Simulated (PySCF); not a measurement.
**Magnetisability: `F[C@@H]1C[C@H]1[C@H]1CO[SiH2]O1`, C5H9FO2Si**

Geometry:
```json
{"atom": "F1", "x (Å)": "-3.266", "y (Å)": "0.871", "z (Å)": "-0.529"}
{"atom": "C2", "x (Å)": "-1.983", "y (Å)": "0.437", "z (Å)": "-0.694"}
{"atom": "C3", "x (Å)": "-1.591", "y (Å)": "-0.856", "z (Å)": "-0.059"}
{"atom": "C4", "x (Å)": "-1.082", "y (Å)": "0.446", "z (Å)": "0.498"}
{"atom": "C5", "x (Å)": "0.374", "y (Å)": "0.842", "z (Å)": "0.343"}
{"atom": "C6", "x (Å)": "1.288", "y (Å)": "0.010", "z (Å)": "1.286"}
{"atom": "O7", "x (Å)": "2.062", "y (Å)": "-0.855", "z (Å)": "0.511"}
{"atom": "Si8", "x (Å)": "1.966", "y (Å)": "-0.526", "z (Å)": "-1.089"}
{"atom": "O9", "x (Å)": "0.819", "y (Å)": "0.639", "z (Å)": "-0.967"}
{"atom": "H10", "x (Å)": "-1.606", "y (Å)": "0.719", "z (Å)": "-1.667"}
{"atom": "H11", "x (Å)": "-0.907", "y (Å)": "-1.490", "z (Å)": "-0.599"}
{"atom": "H12", "x (Å)": "-2.343", "y (Å)": "-1.383", "z (Å)": "0.508"}
{"atom": "H13", "x (Å)": "-1.517", "y (Å)": "0.782", "z (Å)": "1.431"}
{"atom": "H14", "x (Å)": "0.476", "y (Å)": "1.913", "z (Å)": "0.565"}
{"atom": "H15", "x (Å)": "0.690", "y (Å)": "-0.584", "z (Å)": "1.982"}
{"atom": "H16", "x (Å)": "1.954", "y (Å)": "0.666", "z (Å)": "1.857"}
{"atom": "H17", "x (Å)": "1.468", "y (Å)": "-1.698", "z (Å)": "-1.790"}
{"atom": "H18", "x (Å)": "3.188", "y (Å)": "0.073", "z (Å)": "-1.600"}
```

Computed with GIAO KT3/STO-3G magnetisability, rotational g tensor and spin-rotation constants, non-relativistic, gas phase (PySCF). Geometry: GFN2-xTB.

(1) How diamagnetic is it, and how anisotropic?

(2) Split it along the inertial axes a, b, c into diamagnetic and paramagnetic parts about the centre of mass, with the quadrupole moment.

(3) And the rotational g tensor?

Answers

(1) Isotropic -1498 × 10⁻³⁰ J/T², or -90.2 × 10⁻⁶ cm³/mol; principal values -1607, -1467, -1420 × 10⁻³⁰ J/T², anisotropy 169 × 10⁻³⁰ J/T² (root of half the summed squared differences of the principal values). The susceptibility is in cgs units.

(2) 
```tsv
axis	χ (10⁻⁶ cm³/mol)	diamagnetic (10⁻⁶ cm³/mol)	paramagnetic (10⁻⁶ cm³/mol)	summed x² of all electrons (Å²)	quadrupole Θ (D Å)
a	-95.2	-495.6	400.5	295.0	-4.30
b	-86.6	-1446.0	1359.3	71.0	+3.86
c	-88.9	-1553.0	1464.1	45.8	+0.44
```
Anisotropies 2χaa − χbb − χcc = -14.8 and 2χbb − χaa − χcc = +10.8 × 10⁻⁶ cm³/mol. Θ is traceless in Buckingham's convention.

(3) 
```csv
axis,rotational constant (GHz),g,nuclear part,electronic part
a,3.2580,-0.0009,0.6121,-0.6129
b,0.8345,-0.0055,0.5275,-0.5329
c,0.7762,-0.0035,0.5304,-0.5339
```
Asymmetric top; isotopes 12C, 19F, 1H, 16O, 28Si; no vibrational averaging.
